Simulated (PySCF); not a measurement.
C8H15F.
Atom-mapped SMILES: `[CH3:1][CH2:2][CH2:3]/[C:4]([CH3:5])=[C:6](/[F:7])[CH2:8][CH3:9]` (hydrogens: H10, H11, H12 on C1; H13, H14 on C2; H15, H16 on C3; H17, H18, H19 on C5; H20, H21 on C8; H22, H23, H24 on C9)

Theory: PBE0-D3(BJ)/def2-SVP geometry optimisation, gas phase (PySCF 2.14.0).

(1) What internal coordinates does the optimisation give?

Answers

(1) 
```csv
bond,length (pm)
C1–C2,152.0
C2–C3,153.0
C3–C4,150.6
C4–C5,149.9
C4=C6,134.0
C6–F7,135.2
C6–C8,149.0
C8–C9,152.6
"C1–H10, C1–H11, C1–H12",110.2
"C2–H13, C2–H14",110.3
"C3–H15, C3–H16",110.3
"C5–H17, C5–H18, C5–H19",110.1
"C8–H20, C8–H21",110.1
"C9–H22, C9–H23, C9–H24",110.0
```

Bonds in one row agree within 1 pm and their mean is given. A selection of angles:
```csv
angle,degrees
C2–C1–H10,111.6
H10–C1–H11,107.5
C1–C2–C3,113.0
C1–C2–H13,109.8
C3–C2–H13,109.4
H13–C2–H14,105.6
C2–C3–C4,113.7
C2–C3–H15,109.0
C4–C3–H15,111.1
C4–C3–H16,108.3
H15–C3–H16,105.6
C3–C4–C5,116.7
C3–C4–C6,122.2
C5–C4–C6,121.1
C4–C5–H17,110.6
H17–C5–H18,108.3
C4–C6–F7,119.1
C4–C6–C8,129.9
F7–C6–C8,110.9
C6–C8–C9,113.0
C6–C8–H20,107.5
C6–C8–H21,109.7
C9–C8–H20,109.4
C9–C8–H21,110.8
H20–C8–H21,106.3
C8–C9–H22,111.0
H22–C9–H23,108.2
```

Dihedral angles: C1–C2–C3–C4 -176° (antiperiplanar); C2–C3–C4–C5 82° (synclinal); C3–C4–C6–F7 180° (antiperiplanar); C4–C6–C8–C9 -115° (anticlinal). The mirror-image conformer, all signs reversed, is as good.

Of the pairs four or more bonds apart, H15···H21 is among the closest relative to their van der Waals radii: 2.07 Å, 86 % of the sum of Bondi's values. The 7 C–C bonds span 1.340 Å (C4=C6, drawn double) to 1.530 Å (C2–C3, drawn single), a spread of 0.190 Å.

Point group: C1 (no symmetry element, even within 0.4 Å). Not checked by PBE0-D3(BJ)/def2-SVP frequencies. The numbers are those of one conformer.
